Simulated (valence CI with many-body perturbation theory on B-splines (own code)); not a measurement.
Ba²²⁺: magnetic and hyperfine properties of the levels

Calculated by configuration interaction combined with many-body perturbation theory (CI+MBPT): six valence electrons over a frozen Dirac-Fock core [Ar] 3d10, a basis of 9 s, 9 p, 8 d, 6 f, 3 g, 1 h functions for each j, with the one-electron correlation potential Σ1, the two-electron term Σ2, the three-electron term Σ3, Breit, model QED; selected CI, second order for the rest, scaled by the run's own slope (own B-spline code, finite nucleus).

No measured spectrum was set against this ion. As an estimate, levels hold to about 250 cm⁻¹ or 0.2 % of their energy and the worst to 1 %, as in measured heavy ions of charge 2 to 7; those with d or f electrons hold less well. Among the levels kept, up to 940 cm⁻¹ of a level comes from second order outside the variational space, and about a tenth of that is noise between levels of different J, which matters for small intervals.

A/g_I is the dipole constant over the nuclear g factor μ/I (μ in nuclear magnetons, uniformly magnetised nucleus), B/Q the quadrupole constant per barn. Both hold the static response of the core; the bare values leave it out. Large factors of s and p1/2 electrons are usually good to 5 to 10 %; those of open d and f shells near neutrality can be off by tens of per cent, and small factors of p3/2, d and f electrons come from cancelling terms and can be off by a factor of two or in sign, in half-filled shells by more. B is blank for J = 1/2, where it vanishes, and for nearly pure S terms. Energies count from the lowest level. Levels with J = 0 are left out.

Levels are named by their leading jj configuration (3d3/2^4 stands for four electrons in 3d with j = 3/2), which in mixed levels can hold well under half, so a name can repeat and another be missing. Letters in brackets count levels of one name in rising energy.

```
                             Level  E (cm⁻¹)      g  A/g_I (MHz)  A/g_I bare  B/Q (MHz/b)  B/Q bare
        (4s^2 4p1/2^2 4p3/2^2) J=2         0  1.375        16000       15100         8850      8420
          (4s^2 4p1/2 4p3/2^3) J=1    150260  1.499        -6270       -6210       -15600    -14800
          (4s^2 4p1/2 4p3/2^3) J=2    174760  1.123        39600       37800       -40100    -38200
          (4s 4p1/2^2 4p3/2^3) J=2    598430  1.497        89900       86000       -28600    -27200
          (4s 4p1/2^2 4p3/2^3) J=1    644750  1.314       -27500      -26300         1290      1240
    (4s^2 4p1/2^2 4p3/2 4d3/2) J=2    728270  1.053        11400       11000        -2660     -2530
    (4s^2 4p1/2^2 4p3/2 4d3/2) J=3    737750  1.240         9560        9190        16000     15300
    (4s^2 4p1/2^2 4p3/2 4d3/2) J=1    752600  1.342        11500       11100        -9520     -9070
    (4s^2 4p1/2^2 4p3/2 4d5/2) J=4    764010  1.331         6410        6150        19900     18900
    (4s^2 4p1/2^2 4p3/2 4d5/2) J=2    786840  1.309         6110        5970       -14200    -13600
            (4s 4p1/2 4p3/2^4) J=1    796990  1.174       151000      145000       -13300    -12600
    (4s^2 4p1/2^2 4p3/2 4d5/2) J=3    820460  1.085         7470        7240        18700     17900
    (4s^2 4p1/2^2 4p3/2 4d5/2) J=1    845940  0.814         2990        3210         3060      2910
(4s^2 4p1/2 4p3/2^2 4d3/2) J=2 [a]    861370  0.993        25300       24300       -23800    -22700
(4s^2 4p1/2 4p3/2^2 4d3/2) J=1 [a]    875060  0.714        23500       22600        -7730     -7360
(4s^2 4p1/2 4p3/2^2 4d3/2) J=3 [a]    875070  1.135        22700       21800       -13000    -12300
(4s^2 4p1/2 4p3/2^2 4d5/2) J=3 [a]    891010  1.285        -1240       -1130         9600      9150
(4s^2 4p1/2 4p3/2^2 4d5/2) J=4 [a]    895830  1.184        13100       12600         9390      8950
(4s^2 4p1/2 4p3/2^2 4d5/2) J=4 [b]    903910  1.184        12000       11500        17900     17000
(4s^2 4p1/2 4p3/2^2 4d5/2) J=4 [c]    923920  1.134        20300       19400        -4400     -4170
(4s^2 4p1/2 4p3/2^2 4d3/2) J=2 [b]    927060  0.903        28800       27800        15200     14500
    (4s^2 4p1/2 4p3/2^2 4d5/2) J=5    932280  1.199        18800       18000         6340      6060
(4s^2 4p1/2 4p3/2^2 4d5/2) J=1 [a]    950000  1.254        19800       19300         4950      4730
(4s^2 4p1/2 4p3/2^2 4d5/2) J=2 [a]    971060  1.258        -5230       -4790        25000     23800
(4s^2 4p1/2 4p3/2^2 4d3/2) J=2 [c]    976770  1.223        11600       11100         8840      8410
(4s^2 4p1/2 4p3/2^2 4d5/2) J=3 [b]    987970  1.129        17900       17200        10300      9840
(4s^2 4p1/2 4p3/2^2 4d5/2) J=3 [c]    990940  1.188        12300       11800         7520      7170
(4s^2 4p1/2 4p3/2^2 4d3/2) J=1 [b]    996210  1.276        16200       15200       -12400    -11800
(4s^2 4p1/2 4p3/2^2 4d5/2) J=2 [b]   1002000  1.109        23400       22500         1340      1260
(4s^2 4p1/2 4p3/2^2 4d5/2) J=1 [b]   1018100  1.573        24700       23700         1950      1860
(4s^2 4p1/2 4p3/2^2 4d3/2) J=3 [b]   1019100  1.089        16300       15700          549       550
(4s^2 4p1/2 4p3/2^2 4d3/2) J=1 [c]   1050200  0.905        -6160       -5600         4260      4060
(4s^2 4p1/2 4p3/2^2 4d5/2) J=2 [c]   1057600  1.151          627         635       -17900    -17000
```

**Question.** Take the isotope of mass number 135, with I = 3/2, μ = 0.8381 μN and Q = 0.153 b. What is the hyperfine structure of (4s^2 4p1/2 4p3/2^3) J=1?

**Answer.** From the table A = -3500 MHz, B = -2380 MHz. Shifts from the centre of gravity in MHz: F = 1/2: 5780, F = 3/2: 5880, F = 5/2: -5840.
